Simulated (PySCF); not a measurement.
**NaCa⁻: from constants to spectrum**

RHF-CCSD(T) constants of NaCa⁻, ¹Σ⁺ (singlet), closed shell (PySCF, no relativity, basis sets Na aug-pcseg-1, Ca aug-pcseg-1; masses 22.9898 and 39.9626 u):

```
ωe             : 89.7 cm⁻¹
ωexe           : 0.717 cm⁻¹
Be             : 0.071338 cm⁻¹
αe             : 0.000718 cm⁻¹
De to Na⁻ + Ca : 0.439 eV
```

(1) What force constant and bond length do these constants imply?

(2) Estimate the centrifugal constant D from the Kratzer relation and find the Dunham coefficient a1.

Correlated steps freeze 6 core orbitals. Correlated levels converge slowly with the basis: in double zeta they bind strong bonds too weakly, by up to about 1 eV, and carry superposition errors of some tenths. For an ion De counts to the pair picked by the measured ionisation energies or electron affinities, which need not be the lowest pair at this level.

Answers

(1) Reduced mass μred = 14.594 u; k = 5.8918×10⁻⁷·μred·ωe² (u, cm⁻¹, mdyn/Å) = 0.0692 mdyn/Å; Re = √(16.8576/(μred·Be)) (u, cm⁻¹, Å) = 4.024 Å.

(2) D = 4Be³/ωe² = 1.8e-07 cm⁻¹; a1 = −1 − αeωe/(6Be²) = -3.11.
